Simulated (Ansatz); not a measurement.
AgPH3 (charge +1), singlet: a pair in one relaxed arrangement.

The input file, in.yaml:

```yaml
crystal:
  periodic: [false, false, false]
  atoms:
    - {symbol: Ag, position_ang: [-0.290859, 0.403655, -2.226104]}
    - {symbol: P, position_ang: [0.013879, -0.019256, 0.106210]}
    - {symbol: H, position_ang: [-0.424463, -1.271986, 0.566736]}
    - {symbol: H, position_ang: [-0.637473, 0.865126, 0.982092]}
    - {symbol: H, position_ang: [1.338917, 0.022461, 0.571066]}
basis:
  gaussian: {orbitals: "def2-TZVPPD.json"}
total_charge: 1
hamiltonian: {xc: {name: BLYP}, dispersion: d4}
```

The basis file named in the input lies beside it (Basis Set Exchange, JSON).

Command:

```bash
ansatz run in.yaml --threads 2 --pin off --events-out ev --progress --plain --max-ram 5222MiB
```

What Ansatz 0.2.0 printed:

```
Functional definition: BLYP
  name "BLYP"
  cite "Becke, Phys. Rev. A 38, 3098 (1988) doi:10.1103/PhysRevA.38.3098"
  cite "Lee, Yang & Parr, Phys. Rev. B 37, 785 (1988) doi:10.1103/PhysRevB.37.785"
  parameter beta = 0.0042
  parameter a = 0.04918
  parameter b = 0.132
  parameter c = 0.2533
  parameter d = 0.349
  exchange = b88_x(beta = beta)
  correlation = lyp_c(a = a, b = b, c = c, d = d)
837 factors; their error is unknown
mean field evaluation 1: about -13321.5478 eV, gradient 7.5e1 eV
mean field evaluation 2: about -13249.8396 eV, gradient 2.2e2 eV
mean field evaluation 4: about -13329.2323 eV, gradient 2.0e1 eV
mean field evaluation 8: about -13330.1074 eV, gradient 1.7e-1 eV
mean field evaluation 16: about -13330.0836 eV, gradient 6.5e-5 eV
mean field -13330.08357093 eV, -489.8715357765 hartree, gradient 6.5e-5 eV, S^2 0.000000; 0 other end points of the search recorded, 0 dependent functions left out
reference -13330.08386771 eV, -489.8715466829 hartree; 18, 18 occupied and 137, 137 virtual orbitals, 837 factors
Total energy: -13330.24763547 eV, -489.8775650372 hartree
```

The lines “mean field evaluation” count trial sets of orbitals through the whole run, from several starts and some on an approximate energy, so they need not fall steadily or lie above the final value.

The run took about 2.1 s on 2 CPU threads of an Arm Neoverse V1 (shared host).
